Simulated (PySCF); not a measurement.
H3O3Sn, SMILES [OH][Sn]([OH])[OH], multiplicity 2.

Coordinates come from a B3LYP-D3(BJ)/def2-SVP optimisation. The spin state was assumed, not searched. The isomer is the one that the SMILES or the coordinates give; other isomers of the formula were not compared. The def2 effective core potentials stand for the cores of Sn; spin–orbit coupling is left out. One conformer was computed; it need not be the lowest.

These are TDA-PBE/def2-SVPD (PySCF 2.14.0) values and carry that method's errors.

Vertical excitations; the highest root listed may be one member of a degenerate set. 

Computed excitation energies, oscillator strengths and character:
| state | energy (eV) | λ (nm) | f | main pairs |
|---|---|---|---|---|
| root 1 | 2.12 | 585 | 0.001 | β HOMO→LUMO (degenerate set) |
| root 2 | 2.12 | 585 | 0.001 | β HOMO−1→LUMO (degenerate set) |
| root 3 | 2.94 | 421 | 0.015 | β HOMO−2→LUMO 97 % |
| root 4 | 3.46 | 359 | 0.035 | β HOMO−3→LUMO (degenerate set) |
| root 5 | 3.46 | 359 | 0.035 | β HOMO−4→LUMO (degenerate set) |
| root 6 | 4.41 | 281 | 0.009 | α HOMO→LUMO+2 9 %, β HOMO−5→LUMO 89 % |
| root 7 | 5.14 | 241 | 0.120 | α HOMO→LUMO, α HOMO→LUMO+1 (degenerate set) |
| root 8 | 5.14 | 241 | 0.120 | α HOMO→LUMO+1, α HOMO→LUMO (degenerate set) |
| root 9 | 5.18 | 240 | 0.075 | α HOMO→LUMO+2 89 %, β HOMO−5→LUMO 7 % |
| root 10 | 6.06 | 205 | 0.039 | α HOMO→LUMO+3 98 % |
Unrestricted roots are not spin-pure.
